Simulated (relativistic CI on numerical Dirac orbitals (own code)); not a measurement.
L2,3 absorption of manganese in several valence states

Computed multiplet spectra 2p⁶3dⁿ → 2p⁵3dⁿ⁺¹ (Dirac-Coulomb-Breit ions, Slater integrals scaled by 0.8, an assumed crystal field that grows with the charge, no charge transfer; 300 K; Lorentzian 0.4 eV and Gaussian 0.3 eV FWHM at both edges, so that L2 comes out sharper than in experiment). Peaks over 5 % are given in eV from the highest peak in the L3 region of each spectrum (height, largest 100). S of the lowest state is read from ⟨S²⟩, and the branching ratio is the share of L3, cut at the minimum between the edges.

Field parameters in Wybourne normalisation: Oh B⁴₀ = 21Dq, B⁴₄ = √(5/14) B⁴₀. The field is a parameter set, without covalency.

- Mn2+ (d5, Oh, 10Dq = 8800 cm⁻¹): S = 2.50, high spin, branching ratio 0.76; peaks -1.2 (25), 0.0 (100), 1.4 (30), 3.5 (11), 9.8 (15), 11.4 (18), 12.0 (18), 12.2 (18)
- Mn3+ (d4, Oh, 10Dq = 11400 cm⁻¹): S = 2.00, high spin, branching ratio 0.65; peaks -4.1 (6), -1.0 (47), 0.0 (100), 0.6 (80), 1.5 (66), 6.7 (25), 7.9 (34), 8.9 (28), 11.6 (43), 14.3 (6)
- Mn4+ (d3, Oh, 10Dq = 13950 cm⁻¹): S = 1.50, branching ratio 0.58; peaks -1.7 (53), 0.0 (100), 0.9 (90), 3.0 (27), 4.4 (14), 7.5 (28), 8.8 (80), 10.3 (39), 11.3 (68)
- Mn5+ (d2, Oh, 10Dq = 16500 cm⁻¹): S = 1.00, branching ratio 0.58; peaks -4.8 (6), -2.2 (22), 0.0 (100), 2.1 (36), 3.2 (20), 4.1 (12), 5.0 (20), 5.7 (15), 7.0 (20), 7.7 (22), 8.8 (49), 10.4 (42), 11.6 (55), 13.4 (7)

The centroid of the whole edge, which also moves with the branching ratio, lies at 645.3 (Mn2+), 648.6 (Mn3+), 652.9 (Mn4+), 657.6 (Mn5+) eV in this ionic model, in steps of 3.3 to 4.7 eV. Compounds show about 1 to 2 eV a unit and lower energies for the high valences, since ligands screen the charge. The multiplet shape follows the d count and the spin state, and so serves as a fingerprint of valence.
